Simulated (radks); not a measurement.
Dy, 66 electrons, occupied as [Xe] 4f10 6s2 (the NIST ground configuration).

All-electron calculation, scalar-relativistic Kohn-Sham, PBE, spin-unpolarised, spherical densities, finite nucleus; Fermi nuclear charge, rms radius 5.2218 fm; hard spherical wall at 1.5 bohr. Program: a radial shooting solver on a logarithmic mesh with Libxc functionals.

Energy parts (eV):
part                      energy
total                 -328903.03
kinetic                362695.56
electron-nucleus      -822583.81
Hartree                138425.01
exchange-correlation    -7439.79

Orbitals (lengths in bohr, moments of r in powers of bohr; <r^-3> diverges for s and p1/2; r(max) is where P^2 peaks):
| orbital | occ. | eigenvalue (eV) | r(max) | <r^-3> | <1/r> |
|---|---|---|---|---|---|
| 1s | 2 | -53459.51 | 0.01338 | - | 74.55 |
| 2s | 2 | -8754.923 | 0.07606 | - | 17.32 |
| 2p | 6 | -7747.615 | 0.06171 | 12790 | 16.09 |
| 3s | 2 | -1819.627 | 0.2157 | - | 6.361 |
| 3p | 6 | -1510.568 | 0.2120 | 2708 | 5.960 |
| 3d | 10 | -1111.991 | 0.1733 | 362.2 | 5.652 |
| 4s | 2 | -248.3753 | 0.4998 | - | 2.615 |
| 4p | 6 | -149.6600 | 0.5248 | 563.7 | 2.378 |
| 4d | 10 | -14.6239 | 0.5517 | 61.07 | 2.076 |
| 4f | 10 | 137.3151 | 0.5899 | 9.569 | 1.686 |
| 5s | 2 | 110.3251 | 1.026 | - | 1.494 |
| 5p | 6 | 156.8228 | 1.060 | 288.7 | 1.512 |
| 5d | 0 | 229.0613 | 1.096 | 46.20 | 1.572 |
| 6s | 2 | 485.5768 | 1.242 | - | 1.804 |
| 6p | 0 | 539.4384 | 1.252 | 478.3 | 1.815 |
| 7s | 0 | 1028.517 | 1.321 | - | 2.012 |

The highest occupied level is 6s at 485.58 eV. The configuration is held as typed, so some empty levels lie below it. Summed over all electrons, <r^2> = 23.86 bohr^2, which gives a Langevin (diamagnetic) susceptibility term of -18.9 x 10^-6 cm^3/mol. The pressure on the wall is 195000 GPa. The density falls to 0.001 e/bohr^3 at r = 1.49 bohr.
